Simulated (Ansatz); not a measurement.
FeF3⁺. Total charge 1; quintet. Geometry PBE0-D4/def2-TZVP; atoms count from 1.

```xyz
4

Fe   -0.022   -0.158    0.096
F     1.349   -0.327    1.011
F    -1.502   -0.752   -0.358
F     0.175    1.237   -0.749
```

(1) Estimate the Mulliken populations from the PBE0/def2-TZVP orbitals of Ansatz.

(2) Where does the spin sit?

(3) And the Mayer bond orders between heavy atoms (over 0.3)?

Results:

(1) 
| atom | charge (e) | spin (α − β) | d electrons |
| --- | --- | --- | --- |
| Fe1 | 1.68 | 3.45 | 5.83 |
| F2 | -0.24 | 0.19 | – |
| F3 | -0.24 | 0.19 | – |
| F4 | -0.19 | 0.18 | – |
Mulliken values depend strongly on the basis.

(2) Summed by element: Fe 3.45, F 0.55, of 4 unpaired in all. Largest on single atoms: Fe1 3.45, F2 0.19, F3 0.19.

(3) Fe1–F2 1.05 (1.66 Å); Fe1–F3 1.05 (1.66 Å); Fe1–F4 1.15 (1.64 Å).
